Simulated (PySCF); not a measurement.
Ag: excitation energy

Ag [Kr] 4d10 5s1 (2S) → Ag [Kr] 4d9 5s1 5p1 (high-spin determinant), as a difference of total energies. Computed with PySCF 2.14 in aug-cc-pwCVTZ-PP with ECP28MDF, with scalar relativity through the core potential. Correlated levels: valence: 4s2 4p6 frozen; valence and next inner shell: nothing frozen outside the core potential. The calculations carry no spin-orbit coupling.

```tsv
method	excitation energy (eV)
UHF	5.648
LDA	7.623
PBE	7.327
PBE0	7.102
r2SCAN	7.018
M06-L	7.680
TPSSh	7.053
BP86	7.339
MP2 (valence)	7.586
SCS-MP2 (valence)	7.513
MP2 (valence and next inner shell)	7.495
SCS-MP2 (valence and next inner shell)	7.366
```

Q: How much does correlation contribute at MP2 (valence and next inner shell)?

A: 7.495 − (5.648) = 1.847 eV, measured against UHF.

The determinant of the upper state mixes LS terms, which raises its energy above the lowest term, most at the Hartree-Fock and MP2 levels.
